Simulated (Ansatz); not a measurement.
Ansatz (a program for electronic structure) input (PBE0/def2-TZVP):

Ansatz 0.2 input:
```yaml
crystal:
  periodic: [false, false, false]
  atoms:
    - {symbol: Sc, position_ang: [0.19370234, -0.08781915, 0.21719699]}
    - {symbol: O, position_ang: [0.99094560, 0.34477745, -1.30275763]}
    - {symbol: O, position_ang: [-1.49941423, -0.11425217, 0.73261554]}
basis:
  gaussian:
    orbitals: def2-TZVP
hamiltonian:
  xc: {name: PBE0}
magnetization: {spin_polarized: true, initial_magnetization: 1}
relax: {f_tol: 0.003, max_steps: 100}
```

End of the output:

```
these checks for a lower state are left out or cut short: starts, cluster_reference, orbital_swaps, neighbouring_geometries, increment
integrals: 0.03 GiB planned
855 factors; their error is unknown
mean field: 0.43 GiB planned
mean field -24785.61107500 eV, -910.8544067157 hartree, gradient 1.4e-5 eV, S^2 0.782142; 0 other end points of the search recorded, 0 dependent functions left out
the calculation of the forces begins
reference -24785.61112220 eV, -910.8544084503 hartree; 19, 18 occupied and 88, 89 virtual orbitals, 855 factors
relax step   2: F+E_penalty+E_count = -24785.61107500 eV  Δ(F+E_penalty+E_count) = -5.347e-3 eV  max|allowed force component| = 1.572e-1 eV/Å  Δτ_max = 0.0065 Å  (52 SCF iters, accepted)
these checks for a lower state are left out or cut short: starts, cluster_reference, orbital_swaps, neighbouring_geometries, increment
integrals: 0.03 GiB planned
855 factors; their error is unknown
mean field: 0.43 GiB planned
mean field -24785.61218422 eV, -910.8544474789 hartree, gradient 1.3e-5 eV, S^2 0.781420; 0 other end points of the search recorded, 0 dependent functions left out
the calculation of the forces begins
reference -24785.61223144 eV, -910.8544492140 hartree; 19, 18 occupied and 88, 89 virtual orbitals, 855 factors
relax step   3: F+E_penalty+E_count = -24785.61218422 eV  Δ(F+E_penalty+E_count) = -1.109e-3 eV  max|allowed force component| = 1.815e-2 eV/Å  Δτ_max = 0.0069 Å  (52 SCF iters, accepted)
these checks for a lower state are left out or cut short: starts, cluster_reference, orbital_swaps, neighbouring_geometries, increment
integrals: 0.03 GiB planned
855 factors; their error is unknown
mean field: 0.43 GiB planned
mean field -24785.61254351 eV, -910.8544606826 hartree, gradient 1.9e-5 eV, S^2 0.781015; 0 other end points of the search recorded, 0 dependent functions left out
the calculation of the forces begins
reference -24785.61259080 eV, -910.8544624204 hartree; 19, 18 occupied and 88, 89 virtual orbitals, 855 factors
relax step   4: F+E_penalty+E_count = -24785.61254351 eV  Δ(F+E_penalty+E_count) = -3.593e-4 eV  max|allowed force component| = 3.686e-3 eV/Å  Δτ_max = 0.0132 Å  (49 SCF iters, accepted)
these checks for a lower state are left out or cut short: starts, cluster_reference, orbital_swaps, neighbouring_geometries, increment
integrals: 0.03 GiB planned
855 factors; their error is unknown
mean field: 0.43 GiB planned
mean field evaluation 64: about -24785.6125 eV, gradient 1.3e-5 eV
mean field -24785.61254936 eV, -910.8544608973 hartree, gradient 1.3e-5 eV, S^2 0.780974; 0 other end points of the search recorded, 0 dependent functions left out
the calculation of the forces begins
reference -24785.61259666 eV, -910.8544626355 hartree; 19, 18 occupied and 88, 89 virtual orbitals, 855 factors
relax step   5: F+E_penalty+E_count = -24785.61254936 eV  Δ(F+E_penalty+E_count) = -5.842e-6 eV  max|allowed force component| = 1.313e-4 eV/Å  Δτ_max = 0.0017 Å  (42 SCF iters, accepted)
integrals: 0.03 GiB planned
855 factors; their error is unknown
mean field: 0.43 GiB planned
mean field evaluation 96: about -24784.9985 eV, gradient 5.0e0 eV
mean field -24785.61254936 eV, -910.8544608973 hartree, gradient 1.3e-5 eV, S^2 0.780974; 4 other end points of the search recorded, 0 dependent functions left out
the calculation of the forces begins
reference -24785.61259666 eV, -910.8544626355 hartree; 19, 18 occupied and 88, 89 virtual orbitals, 855 factors
Total energy: -24785.61259666 eV, -910.8544626355 hartree
Atom 0 at     0.176219    -0.079893     0.197593 Å, force    -0.000014     0.000006    -0.000016 eV/Å
Atom 1 at     1.001186     0.341090    -1.294180 Å, force     0.000131     0.000020    -0.000094 eV/Å
Atom 2 at    -1.492171    -0.118492     0.743642 Å, force    -0.000117    -0.000026     0.000109 eV/Å
Dipole moment:     0.648273    -0.293908     0.726903 e Å
```

The spin state was set by rule; other spins were not relaxed.
